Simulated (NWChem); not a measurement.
System: CH$_{4}$Cl$_{2}$OSi; SMILES CO[SiH](Cl)Cl

The following NWChem deck was run.

```
start job
memory heap 200 mb stack 900 mb global 1100 mb
geometry units angstroms noautoz
  Si    -0.064053    -0.141625     0.469580
  Cl     1.780682     0.630026    -0.068999
  Cl    -0.218999    -2.088399    -0.161357
  O     -1.272300     0.684182    -0.257373
  C     -1.472356     2.098385    -0.205940
  H     -0.136634    -0.109913     1.942408
  H     -2.379544     2.317935    -0.772993
  H     -1.605562     2.442729     0.826868
  H     -0.627250     2.628199    -0.658707
end
basis spherical
  Si library 6-31g*
  Cl library 6-31g*
  O library 6-31g*
  C library 6-31g*
  H library 6-31g*
end
dft
  xc xpbe96 cpbe96
  iterations 150
  mulliken
end
task dft energy
```

Coordinates come from a B3LYP/6-31G* (spherical d) optimisation.

Problem. Predict the main results of this run. (PBE/6-31G* (spherical d).) Quantities: energy (Ha); highest occupied level (eV); orbital gap (eV); dipole (D).

Solution. 
* **energy (Ha)**: -1325.03
* **highest occupied level (eV)**: -7.28
* **orbital gap (eV)**: 6.78
* **dipole (D)**: 2.68
